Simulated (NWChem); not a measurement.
System: C3H8N2; SMILES C(=N\C)/CN

The following NWChem deck was run.

```
start job
memory heap 200 mb stack 900 mb global 1100 mb
geometry units angstroms noautosym nocenter noautoz
  C     -0.264820     2.406974     0.014828
  N      0.376793     1.144486     0.294927
  C     -0.060362     0.097788    -0.290574
  C      0.555816    -1.260994    -0.082046
  N     -0.485756    -2.264420     0.128590
  H      0.482497     3.119252    -0.396937
  H     -0.623927     2.859519     0.964228
  H     -1.124424     2.343749    -0.698532
  H     -0.937102     0.113743    -0.991198
  H      1.331729    -1.162464     0.716460
  H      1.096311    -1.525519    -1.020384
  H     -0.896477    -2.144456     1.063470
  H     -0.075963    -3.205739     0.120032
end
basis spherical
  * library 6-31g*
end
dft
  xc m06-2x
  iterations 150
end
cosmo
  do_cosmo_smd true
  solvent acetntrl
end
task dft energy
```

NWChem printed, in part:

```
             Northwest Computational Chemistry Package (NWChem) 7.3.0
             --------------------------------------------------------

                             Geometry "geometry" -> ""
                             -------------------------

 Output coordinates in angstroms (scale by  1.889725989 to convert to a.u.)

  No.       Tag          Charge          X              Y              Z
 ---- ---------------- ---------- -------------- -------------- --------------
    1 C                    6.0000    -0.26482000     2.40697400     0.01482800
    2 N                    7.0000     0.37679300     1.14448600     0.29492700
    3 C                    6.0000    -0.06036200     0.09778800    -0.29057400
    4 C                    6.0000     0.55581600    -1.26099400    -0.08204600
    5 N                    7.0000    -0.48575600    -2.26442000     0.12859000
    6 H                    1.0000     0.48249700     3.11925200    -0.39693700
    7 H                    1.0000    -0.62392700     2.85951900     0.96422800
    8 H                    1.0000    -1.12442400     2.34374900    -0.69853200
    9 H                    1.0000    -0.93710200     0.11374300    -0.99119800
   10 H                    1.0000     1.33172900    -1.16246400     0.71646000
   11 H                    1.0000     1.09631100    -1.52551900    -1.02038400
   12 H                    1.0000    -0.89647700    -2.14445600     1.06347000
   13 H                    1.0000    -0.07596300    -3.20573900     0.12003200

 Effective nuclear repulsion energy (a.u.)     171.0594248598

                                 NWChem DFT Module
                                 -----------------

 Summary of "ao basis" -> "ao basis" (spherical)
 ------------------------------------------------------------------------------
       Tag                 Description            Shells   Functions and Types
 ---------------- ------------------------------  ------  ---------------------
 C                           6-31g*                  6       14   3s2p1d
 N                           6-31g*                  6       14   3s2p1d
 H                           6-31g*                  2        2   2s

 in cosmo_initialize ...
 calling solv_data for solv:acetntrl

 solvent parameters
 solvname_short: acetntrl
 solvname_long:  acetonitrile
 dielec:       35.6880
 dielecinf:     1.8069
 nonaqueous SMD model solvent descriptors
 dielec:       35.6880
 sola:          0.0700
 solb:          0.3200
 solc:          0.0000
 solg:         41.2500
 solh:          0.0000
 soln:          1.3442

          ---------------
          -cosmo- solvent
          ---------------
 Cosmo: York-Karplus, doi: 10.1021/jp992097l
 dielectric constant -eps-     =  35.69
 screen = (eps-1)/(eps    )    =   0.97198
 surface charge correction     = lagrangian

   van der Waals surface
 --------------------------

[...]

                                COSMO-SMD solvation results
                                ---------------------------

             internal energy in gas <Psi(g)|H|Psi(g)> =      -228.484312549344
         internal energy in solvent <Psi(s)|H|Psi(s)> =      -228.482877514063
                               delta internal energy  =         0.001435035280 (    0.90 kcal/mol)
   total free energy in solvent <Psi(s)|H+V/2|Psi(s)> =      -228.496332359013
 polarization energy contribution <Psi(s)|V/2|Psi(s)> =        -0.013454844950 (   -8.44 kcal/mol)
    total free energy in solvent including G(SMD-CDS) =      -228.495216578786
                       G(SMD-CDS) energy contribution =         0.001115780228 (    0.70 kcal/mol)
     1 M fixed-concentration free energy of solvation =        -0.010904029442 (   -6.84 kcal/mol)

                       DFT Final Molecular Orbital Analysis
                       ------------------------------------

 Vector   18  Occ=2.000000D+00  E=-3.469602D-01
              MO Center=  1.2D-01,  7.8D-01,  3.6D-03, r^2= 3.2D+00
   Bfn.  Coefficient  Atom+Function         Bfn.  Coefficient  Atom+Function
  ----- ------------  ---------------      ----- ------------  ---------------
    19     -0.268866   2 N  pz               33     -0.250442   3 C  pz
    17      0.247735   2 N  px               31      0.207587   3 C  px
    23     -0.197450   2 N  pz               37     -0.184033   3 C  pz
    21      0.181139   2 N  px               72     -0.152650   6 H  s
    35      0.144353   3 C  px                5      0.143171   1 C  pz

 Vector   19  Occ=2.000000D+00  E=-3.185432D-01
              MO Center=  2.0D-01,  9.6D-01,  1.5D-01, r^2= 2.3D+00
   Bfn.  Coefficient  Atom+Function         Bfn.  Coefficient  Atom+Function
  ----- ------------  ---------------      ----- ------------  ---------------
    17      0.364518   2 N  px               19      0.314793   2 N  pz
    21      0.294319   2 N  px               23      0.261836   2 N  pz
    20      0.248456   2 N  s                78      0.208917   9 H  s
    76      0.178898   8 H  s                48     -0.153667   4 C  s
    46     -0.142873   4 C  py               77      0.141609   9 H  s

 Vector   20  Occ=2.000000D+00  E=-3.093877D-01
              MO Center= -2.9D-01, -1.9D+00,  5.1D-02, r^2= 2.1D+00
   Bfn.  Coefficient  Atom+Function         Bfn.  Coefficient  Atom+Function
  ----- ------------  ---------------      ----- ------------  ---------------
    61      0.366222   5 N  pz               59      0.334033   5 N  px
    65      0.328114   5 N  pz               63      0.306638   5 N  px
    62     -0.246823   5 N  s                80     -0.202353  10 H  s
    79     -0.159305  10 H  s                47     -0.128760   4 C  pz
    45     -0.127039   4 C  px               34      0.120289   3 C  s

 Vector   21  Occ=0.000000D+00  E= 4.313872D-02
              MO Center=  1.0D-01,  3.4D-01, -5.0D-02, r^2= 2.8D+00
   Bfn.  Coefficient  Atom+Function         Bfn.  Coefficient  Atom+Function
  ----- ------------  ---------------      ----- ------------  ---------------
    37      0.482755   3 C  pz               23     -0.397389   2 N  pz
    62     -0.355460   5 N  s                21      0.330392   2 N  px
    33      0.323145   3 C  pz               35     -0.309622   3 C  px
    19     -0.307469   2 N  pz               17      0.258563   2 N  px
    31     -0.256918   3 C  px               82      0.243846  11 H  s

 Vector   22  Occ=0.000000D+00  E= 1.489650D-01
              MO Center=  4.2D-02, -1.8D+00,  4.1D-01, r^2= 5.3D+00
   Bfn.  Coefficient  Atom+Function         Bfn.  Coefficient  Atom+Function
  ----- ------------  ---------------      ----- ------------  ---------------
    62      1.295687   5 N  s                48      1.000970   4 C  s
    84     -0.852387  12 H  s                80     -0.845783  10 H  s
    86     -0.848240  13 H  s                49      0.536838   4 C  px
    82     -0.495200  11 H  s                76      0.393888   8 H  s
     6     -0.372035   1 C  s                34     -0.337859   3 C  s

 Vector   23  Occ=0.000000D+00  E= 1.635335D-01
              MO Center= -5.5D-01,  1.5D+00, -3.7D-01, r^2= 6.1D+00
   Bfn.  Coefficient  Atom+Function         Bfn.  Coefficient  Atom+Function
  ----- ------------  ---------------      ----- ------------  ---------------
     6      1.501767   1 C  s                76     -0.942116   8 H  s
    78     -0.918106   9 H  s                72     -0.780503   6 H  s
    74     -0.782177   7 H  s                20      0.664366   2 N  s
     8      0.564193   1 C  py               35     -0.537724   3 C  px
    34      0.428108   3 C  s                82     -0.413538  11 H  s

     Multipole analysis of the density
     ---------------------------------

     L   x y z        total         alpha         beta         nuclear
     -   - - -        -----         -----         ----         -------
     0   0 0 0     -0.000000    -20.000000    -20.000000     40.000000

     1   1 0 0     -0.113139      0.062760      0.062760     -0.238659
     1   0 1 0     -0.369034     -0.204506     -0.204506      0.039977
     1   0 0 1      0.004346     -0.541129     -0.541129      1.086604

     2   2 0 0    -24.851815    -32.943761    -32.943761     41.035707
     2   1 1 0     -3.277220      0.901264      0.901264     -5.079749
     2   1 0 1     -1.807733     -0.801828     -0.801828     -0.204076
     2   0 2 0    -18.376672   -243.785727   -243.785727    469.194783
     2   0 1 1     -2.767345      0.729548      0.729548     -4.226441
     2   0 0 2    -23.073644    -23.197273    -23.197273     23.320903
```

Level: M06-2X/6-31G* (spherical d), SMD on the gas-phase geometry. Structure relaxed at the PBE-D3(BJ)/def2-SVP level. Not confirmed as a minimum by frequencies. Solvent: acetonitrile.
